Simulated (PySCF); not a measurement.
**Correlation energy of Cd(2+) (cadmium, charge +2)**

[Kr] 4d10, closed-shell 1S. Calculation: PySCF 2.14, in x2c-TZVPPall with one added diffuse shell each of s, p, d, f type (9s7p7d3f1g, 95 functions); the spin-free X2C one-electron Hamiltonian (Gaussian nucleus). Frozen: [Ar] 3d10; 18 electrons correlated.

```json
{"level": "CCSD", "correlation energy (mhartree)": "-596.42"}
{"level": "(T)", "correlation energy (mhartree)": "-12.57"}
{"level": "CCSD(T)", "correlation energy (mhartree)": "-608.99"}
```

Diagnostics: T1 = 0.0037, D1 = 0.0069, largest double amplitude 0.017.

**Question.** Is a single reference adequate?

**Answer.** Yes, within this model without spin-orbit coupling: T1 lies below 0.03 and no double amplitude reaches 0.07.

This basis was not built for core-valence correlation, so the inner-shell part is incomplete.
